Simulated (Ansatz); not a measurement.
Stretching the Si3–C2 bond in C2H8O3Si (SMILES CC[Si](O)(O)O) (multiplicity 1 held, fragments rigid). Energies count from the point at 1.860 Å.
Geometry at that point (charge 0, multiplicity 1):
```csv
atom,x (Å),y (Å),z (Å)
C,-2.3783,0.2308,0.3440
C,-1.1083,-0.4301,0.8975
Si,0.4309,-0.0363,-0.0699
O,0.7310,1.5767,-0.1765
O,1.6447,-0.8446,0.7005
O,0.3214,-0.4540,-1.6563
H,-2.2883,1.3185,0.3382
H,-2.5705,-0.0805,-0.6842
H,-3.2555,-0.0278,0.9401
H,-0.9460,-0.1313,1.9384
H,-1.2267,-1.5183,0.9252
H,0.8593,2.0560,0.6449
H,2.5325,-0.7530,0.3433
H,0.2048,-1.3847,-1.8590
```

Signs of static correlation in cc-pV(D+d)Z, with CASSCF(2,2), from Ansatz (a quantum-chemistry and plane-wave program) runs.

| R (Å) | T1 of restricted CCSD | ⟨S²⟩ of UHF | largest double amplitude of restricted CCSD | weight of the CASSCF reference in MRCISD | CASSCF natural occupations |
|---|---|---|---|---|---|
| 1.488 | 0.010 | 0.000 | 0.024 | 0.839 | 1.98 0.02 |
| 1.674 | 0.010 | 0.000 | 0.024 | 0.838 | 1.99 0.01 |
| 1.860 | 0.010 | 0.000 | 0.019 | 0.838 | 1.99 0.01 |
| 2.046 | 0.010 | 0.000 | 0.028 | 0.838 | 1.98 0.02 |
| 2.232 | 0.011 | 0.000 | 0.032 | 0.838 | 1.96 0.04 |
| 2.511 | 0.011 | 0.000 | 0.054 | 0.838 | 1.92 0.08 |
| 2.790 | 0.012 | 0.448 | ___ | 0.838 | 1.85 0.15 |
| 3.255 | 0.014 | 0.843 | ___ | 0.838 | 1.67 0.33 |
| 3.720 | 0.017 | 0.960 | 0.400 | 0.838 | 1.44 0.56 |
| 4.278 | 0.019 | 1.000 | 0.543 | 0.839 | 1.22 0.78 |
| 5.022 | 0.019 | 1.010 | 0.672 | 0.839 | 1.08 0.92 |

**Question.** What belongs in the gaps?

**Answer.** 
- 2.790, largest double amplitude of restricted CCSD: 0.139
- 3.255, largest double amplitude of restricted CCSD: 0.271

Doubts at one or more of the structures used: a restricted determinant that unrestricted orbitals would lower (R-CCSD(T)/cc-pV(D+d)Z); other coupled-cluster roots lie near (R-CCSD(T)/cc-pV(D+d)Z); a spin-contaminated determinant (U-CCSD(T)/cc-pV(D+d)Z); the program's own flag: other amplitudes (U-CCSD(T)/cc-pV(D+d)Z).
